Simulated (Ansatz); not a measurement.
Consider the redistribution: `OB[Si](F)([SiH3])Cl` + `[SiH3]N[SiH3]` → `OBN[SiH3]` + `F[Si]([SiH3])([SiH3])Cl`.

Program: Ansatz. Geometries: PBE0-D4/def2-TZVP. ΔE: electronic, gas phase. CCSD(T)/CBS adds triple-zeta CCSD(T) − MP2 to the extrapolated MP2 energy (def2 sets, frozen cores). This one scheme is used for every species. DFT in def2-TZVPP. Each species was taken in one conformer, which may not be the lowest.

Is it downhill or uphill in electronic energy at CCSD(T)/CBS, and by how much? (Best estimate.)

The calculation gave: Downhill: ΔE = -20.2 kcal/mol.

What do these levels give: PBE-D4, r2SCAN-D4, PBE0-D4, ωB97M-V, B2PLYP, MP2/def2-TZVPP, SCS-MP2/def2-TZVPP, CCSD/def2-TZVPP, MP2/def2-QZVPP, HF/CBS(def2), MP2/CBS(def2), CCSD/CBS(def2)? (An estimate is asked.)

Ansatz gave: PBE-D4 -22.8, r2SCAN-D4 -22.3, PBE0-D4 -22.3, ωB97M-V -20.4, B2PLYP -20.3, MP2/def2-TZVPP -19.8, SCS-MP2/def2-TZVPP -18.9, CCSD/def2-TZVPP -19.8, MP2/def2-QZVPP -19.8, HF/CBS(def2) -18.6, MP2/CBS(def2) -20.0, CCSD/CBS(def2) -19.9 kcal/mol.

Largest T1 diagnostic among the species: 0.013.

In def2-TZVPP, CCSD(T) changes the Hartree–Fock value by −1.3 kcal/mol (the triples alone add −0.3 kcal/mol) and MP2 by −1.0 kcal/mol.
